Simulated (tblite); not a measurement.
A tight-binding relaxation on `CNN(C1CCC1)C1CC1`.

Computed with GFN2-xTB geometry optimisation, gas phase (tblite 0.8.0). Start geometry: from a force field or distance geometry. The command runs a driver script over a list of jobs; the input below is this job's line of settings and its coordinates in Å.

Command:
```bash
OMP_NUM_THREADS=1 python probes_run.py task.json out
```

Input:
```
{"job": {"kind": "relax", "xc": "GFN2-xTB", "basis": "xTB"}, "charge": 0, "multiplicity": 1}
C     -0.755300     1.989000     1.617000
N     -0.726800     1.665800     0.185200
N     -0.312500     0.263100     0.062400
C      0.921000     0.249900    -0.743600
C      2.129900     0.672800     0.144600
C      2.904800    -0.481900    -0.531300
C      1.544700    -1.176200    -0.714200
C     -1.408400    -0.441000    -0.644300
C     -1.716700    -1.878300    -0.283900
C     -2.691100    -0.791400     0.089100
H     -1.071800     3.034900     1.733300
H      0.215100     1.883000     2.089600
H     -1.490800     1.372300     2.168800
H     -1.645700     1.826000    -0.201100
H      0.879000     0.712700    -1.728100
H      2.017100     0.540100     1.232200
H      2.524000     1.680000    -0.053100
H      3.629000    -1.006000     0.107900
H      3.395900    -0.201400    -1.465100
H      1.438900    -1.760500    -1.622700
H      1.272500    -1.804000     0.150000
H     -1.527000    -0.180500    -1.698600
H     -1.150900    -2.330300     0.528500
H     -1.999700    -2.558100    -1.087400
H     -2.768200    -0.526700     1.136700
H     -3.628100    -0.730600    -0.458600
```

Output:
```
step      E/eV     max force
  0    -844.85938    3.158
  1    -845.11359    0.990
  2    -845.19524    0.940
  3    -845.23167    0.533
  4    -845.24485    0.380
  5    -845.25252    0.193
  6    -845.25681    0.182
  7    -845.26034    0.127
  8    -845.26391    0.168
  9    -845.26780    0.148
... (153 lines left out)
163    -845.37479    0.024
164    -845.37490    0.019
165    -845.37499    0.024
166    -845.37508    0.023
167    -845.37515    0.016
168    -845.37520    0.017
169    -845.37523    0.014
170    -845.37525    0.013
171    -845.37528    0.011
172    -845.37530    0.010
```

«max force» is the largest atomic force in eV/Å.

Question: From which step on does the largest force stay under 0.1 eV/Å, and how much energy is left to gain from there?

Answer: From step 73 (0.094 eV/Å), 32.0 meV above the end.

In short: energy lowered by 11.9 kcal/mol over 172 steps; largest atomic force 0.010 eV/Å at the end.

Question: Give the final coordinates.

Answer: 0.489 Å rms from the input after alignment:
```
atom  x, y, z in Å
C1    -1.1305    1.8940    1.6393
N2    -0.4152    1.6608    0.4035
N3    -0.2768    0.2831    0.0950
C4     0.9082    0.1052   -0.7249
C5     2.1826    0.7631   -0.1751
C6     2.9484   -0.5372   -0.4568
C7     1.6058   -1.2625   -0.6210
C8    -1.4508   -0.2787   -0.5122
C9    -1.6681   -1.7607   -0.4892
C10   -2.5157   -0.8698    0.3645
H11   -1.0377    2.9512    1.8850
H12   -0.6520    1.3045    2.4188
H13   -2.1959    1.6326    1.6013
H14   -0.8629    2.1695   -0.3663
H15    0.7195    0.3899   -1.7735
H16    2.0783    0.9695    0.8859
H17    2.5246    1.6603   -0.6845
H18    3.5960   -0.8993    0.3387
H19    3.5160   -0.4939   -1.3844
H20    1.5033   -1.9286   -1.4746
H21    1.3147   -1.7824    0.2874
H22   -1.7919    0.2479   -1.4129
H23   -0.9335   -2.3717    0.0066
H24   -2.1074   -2.2206   -1.3612
H25   -2.3295   -0.8886    1.4265
H26   -3.5506   -0.7149    0.0973
```

Question: How long does this job take on one thread of an Arm Neoverse V2, no GPU, on a shared host?

Answer: About 1.4 s.
Labels such as C1 count atoms from 1, the log's own numbers from 0.
